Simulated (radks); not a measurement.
Question: La V, configuration [Kr] 4d10 5s2 5p5. Calculated with a radial shooting solver on a logarithmic mesh with Libxc functionals: scalar-relativistic Kohn-Sham, BLYP, spin-polarised, spherical densities, finite nucleus; open shells are filled with parallel spins first (spin-orbit coupling, left out, can overturn this in heavy ions); Fermi nuclear charge, rms radius 4.855 fm. Some entries of the table are withheld. Estimate them.

orbital  occ.  eigenvalue (hartree)  <r> (bohr)  <r^2> (bohr^2)
1s up       1             -1425.580     0.02507       0.0008537
1s down     1             -1425.578     0.02507       0.0008537
2s up       1             -228.1260      0.1074         0.01362
2s down     1             -228.1247      0.1074         0.01362
2p up       3             -204.6330     0.09424         0.01084
2p down     3             -204.6309     0.09424         0.01084
3s up       1             -49.88231      0.2852         0.09295
3s down     1             -49.88016      0.2852         0.09294
3p up       3             -42.37984      0.2832         0.09297
3p down     3             -42.37739      0.2832         0.09297
3d up       5             -31.59306      0.2599         0.07970
3d down     5             -31.59070      0.2599         0.07970
4s up       1             -11.16988      0.6538          0.4822
4s down     1             -11.16509      0.6538          0.4821
4p up       3              -8.72809      0.6926          0.5452
4p down     3              -8.72320      0.6925          0.5449
4d up       5              -5.19408      0.7661          0.6803
4d down     5              -5.18782      0.7653          0.6786
5s up       1                   (1)       1.514           2.563
5s down     1                   (2)       1.513           2.562
5p up       3              -2.10284       1.708           3.272
5p down     2              -2.07091       1.711           3.289
4f up       0              -1.50929       1.071           1.441
4f down     0              -1.49460       1.063           1.421
6s up       0                   (3)       3.174           11.17
6s down     0                   (4)       3.194           11.30

Answer: 
(1) 5s up eigenvalue (hartree): -2.74730
(2) 5s down eigenvalue (hartree): -2.71600
(3) 6s up eigenvalue (hartree): -1.06599
(4) 6s down eigenvalue (hartree): -1.05778
